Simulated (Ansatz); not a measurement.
A nudged elastic band was laid between two geometries of BH5N2O + H2 (11 atoms, charge 0, multiplicity 1).

Theory: RKS BLYP-D4/def2-SVP in Ansatz.

- movable images: 7
- climbing image: yes
- spring: 5.0 eV/Å²
- optimiser: quadratic models (default)
- start path: through a guess of the saddle point
- force threshold: 0.03 eV/Å
- iteration limit: 60
- end points: relaxed

First end point:

```xyz
11
Properties=species:S:1:pos:R:3
B -0.034 -0.297 -0.212
O 0.013 0.042 1.147
H -0.865 0.083 1.562
N 1.223 -0.383 -0.885
H 1.324 -0.532 -1.886
H 2.083 -0.094 -0.422
N -1.280 -0.532 -0.890
H -2.164 -0.650 -0.395
H -1.325 -0.873 -1.849
H 0.084 3.123 2.000
H 0.154 2.393 1.767
```

Last end point:

```xyz
11
Properties=species:S:1:pos:R:3
B 0.130 0.628 -0.693
O -0.380 0.084 2.288
H -0.808 -0.043 1.410
N 1.334 -0.072 -0.933
H 1.404 -1.089 -1.002
H 2.240 0.388 -0.872
N -1.149 -0.022 -0.598
H -1.293 -1.005 -0.842
H -2.010 0.522 -0.660
H 0.163 1.833 -0.548
H -0.419 1.056 2.386
```

Problem. What changes between the two ends?

Solution. Bonds broken: B1–O2, H10–H11. Bonds formed: B1–H10, O2–H11. BH5N2O + H2 becomes BH5N2 + H2O.

Problem. What energy profile does the band end with?

Solution. It converged. The highest image is number 4 of 0 to 8, 2.37 eV above the first end and 1.64 eV above the last; the last end lies 0.73 eV above the first. The profile has 2 maxima (images 4, 7) with wells between them (image 5): this band takes more than one step, which may be the mechanism or a detour left from its start path. Neighbouring images differ by up to 1.9 eV, so the band resolves the path poorly. A vibrational analysis at the climbing image gives one clearly imaginary mode, 1288i cm⁻¹: a first-order saddle point. The orbitals stay closed-shell, which can raise the energy where a bond breaks towards radicals; this wasn't checked here.

| image | path coordinate (Å) | energy (eV) | B1–O2 (Å) | H10–H11 (Å) | B1–H10 (Å) |
| --- | --- | --- | --- | --- | --- |
| 0 | 0.00 | 0.00 | 1.40 | 0.77 | 4.07 |
| 1 | 1.08 | 0.00 | 1.40 | 0.77 | 3.75 |
| 2 | 2.15 | 0.04 | 1.40 | 0.77 | 3.19 |
| 3 | 3.23 | 0.42 | 1.41 | 0.77 | 2.39 |
| 4 | 4.30 | 2.37 | 1.68 | 1.07 | 1.48 |
| 5 | 5.96 | 0.80 | 2.84 | 2.10 | 1.22 |
| 6 | 7.62 | 1.12 | 3.01 | 2.41 | 1.22 |
| 7 | 9.28 | 1.12 | 3.10 | 2.93 | 1.22 |
| 8 | 10.94 | 0.73 | 3.07 | 3.09 | 1.21 |

Problem. What is the geometry of the highest image?

Solution. 
```xyz
11
Properties=species:S:1:pos:R:3
B -0.010 0.295 -0.101
O 0.085 0.090 1.562
H -0.775 -0.251 1.887
N 1.231 0.130 -0.835
H 1.464 -0.839 -1.076
H 2.058 0.599 -0.460
N -1.228 -0.318 -0.607
H -2.122 -0.120 -0.154
H -1.346 -0.281 -1.623
H -0.092 1.741 0.202
H -0.052 1.235 1.141
```

Run time: 11 min on 2 threads of Intel(R) Xeon(R) Platinum 8259CL CPU @ 2.50GHz (Skylake/Cascade Lake), with other jobs on the host, peak memory 0.16 GiB.
